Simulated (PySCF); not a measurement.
FGeH4NO2, SMILES [NH2][Ge]([OH])([OH])[F]. Geometry optimised at PBE-D3(BJ)/def2-SVP. The values are those of a single conformer.

Computed equilibrium geometry at PBE-D3(BJ)/def2-SVP (PySCF confirms it by a frequency run) as bond lengths and angles, and its point group (one conformer of several):
point group Cs.
Atoms: N1 Ge2 O3 O4 F5 H6 H7 H8 H9. Bonded distances (Å): N1–Ge2 1.806, N1–H6 1.024, N1–H7 1.024, Ge2–O3 1.781, Ge2–O4 1.781, Ge2–F5 1.761, O3–H8 0.976, O4–H9 0.976. Angles (°): Ge2–N1–H6 113.8, Ge2–N1–H7 113.8, H6–N1–H7 110.7, N1–Ge2–O3 108.8, N1–Ge2–O4 108.8, N1–Ge2–F5 114.0, O3–Ge2–O4 116.9, O3–Ge2–F5 104.2, O4–Ge2–F5 104.2, Ge2–O3–H8 109.9, Ge2–O4–H9 109.9.
Charge 0, spin multiplicity 1.
